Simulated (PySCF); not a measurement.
Choosing a molecule for a target property.

All species are isolated and taken at one optimised geometry, non-relativistic unless stated. Electronic properties by PySCF.

The conformers computed, where there is a choice (atom-mapped SMILES and torsion angles):
- `[CH2:1]=[CH:2][Si@H:3]([O:4][CH3:5])[SiH2:6][S:7][CH3:8]`: C1–C2–Si3–O4 151°, C2–Si3–O4–C5 61°, C2–Si3–Si6–S7 -58°, Si3–Si6–S7–C8 -175°
- `[N:1]#[C:2][c:3]1[cH:4][cH:5][c:6]([OH:7])[cH:8][cH:9]1`: H–O7–C6–C5 180°
- `[CH3:1][CH:2]([CH3:3])[P@:4](=[S:5])([CH2:6][OH:7])[CH2:8][SiH3:9]`: C1–C2–P4–S5 56°, C2–P4–C6–O7 -177°, C2–P4–C8–Si9 46°, H–O7–C6–P4 -54°

Question: Wanted: HOMO energy above -7.4 eV (PBE0/pcSseg-1) and smallest rotational constant below 0.6 GHz (GFN2-xTB), at GFN2-xTB geometries. Which candidate meets both?
A. `C=C[Si@H](OC)[SiH2]SC`
B. `N#Cc1ccc(O)cc1`
C. `c1cc(Cl)nc(F)c1`
D. `CC(C)[P@](=S)(CO)C[SiH3]`

Answer: A. Computed values:
| species | HOMO energy | smallest rotational constant |
| --- | --- | --- |
| c1cc(Cl)nc(F)c1 | -7.70 eV | 0.928 GHz |
| N#Cc1ccc(O)cc1 | -7.18 eV | 0.854 GHz |
| C=C[Si@H](OC)[SiH2]SC | -6.61 eV | 0.501 GHz |
| CC(C)[P@](=S)(CO)C[SiH3] | -6.50 eV | 0.633 GHz |
